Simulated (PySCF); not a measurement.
**Exercise with solution: oscillator strength and radiative lifetime**

FH₂NO₂W, SMILES [NH2][W](=[O])([F])=[O], multiplicity 1.

The structure is a stationary point at PBE0-D3(BJ)/def2-SVP. The spin state was assumed, not searched. The structure was generated by enumeration; whether it is a known compound was not checked. The def2 effective core potentials stand for the cores of W; spin–orbit coupling is left out. One conformer was computed; it need not be the lowest.

PySCF 2.14.0 with TDA-PBE/def2-SVPD puts the first singlet state with f over 0.02 at 5.80 eV (vertical), with the transition dipole (0.175, -0.650, 0.000) in atomic units.

Q: Find the oscillator strength, the wavelength and the radiative lifetime that this transition would have in vacuum if emission retraced absorption.

A: 
|μ|² = 0.4531 au, so |μ| = 1.71 D. ΔE = 5.80/27.211 = 0.2131 hartree. f = (2/3) ΔE |μ|² = 0.064 (the program prints 0.064).
λ = 1239.84/5.80 = 214 nm; ν = 46780 cm⁻¹.
Einstein's coefficient A = 0.6670 ν² f s⁻¹ (ν in cm⁻¹) = 9.4e7 s⁻¹, so τ = 1/A = 11 ns. This state is S4; the lower singlets have f = 0.000, 0.001, 0.008. The figure is the radiative limit of this one transition; relaxation, internal conversion, crossing to triplets and a medium change what is measured.
